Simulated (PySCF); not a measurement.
# As+: interval between two levels

As+ [Ar] 3d10 4s2 4p2 [3P2, M_J = 2] → As+ [Ar] 3d10 4s1 4p2 5s1 [5P3, M_J = 3], as a difference of total energies. Computed with PySCF 2.14 in x2c-TZVPall-2c with one added diffuse shell each of s, p, d type (7s8p5d1f, 63 functions), with the two-component X2C-1e Hamiltonian. Correlated levels: [Ne] frozen. "Screened" scales the spin-orbit matrix elements by Boettger's factors to mimic the two-electron term; Breit and QED terms are absent.

```json
{"method": "GHF (spin-free)", "interval between two levels (cm⁻¹)": "127490"}
{"method": "GMP2 (spin-free)", "interval between two levels (cm⁻¹)": "138300"}
{"method": "GHF (screened spin-orbit)", "interval between two levels (cm⁻¹)": "127780"}
{"method": "GMP2 (screened spin-orbit)", "interval between two levels (cm⁻¹)": "138560"}
```

The labels give the starting determinants; with spin-orbit coupling the two ends relaxed to ⟨J²⟩ = 6.01, ⟨L²⟩ = 2.10, ⟨S²⟩ = 1.96 and ⟨J²⟩ = 12.03, ⟨L²⟩ = 2.04, ⟨S²⟩ = 6.00.

The promoted electron is Rydberg-like, and one or two diffuse shells describe it only roughly, which tends to raise the upper state.
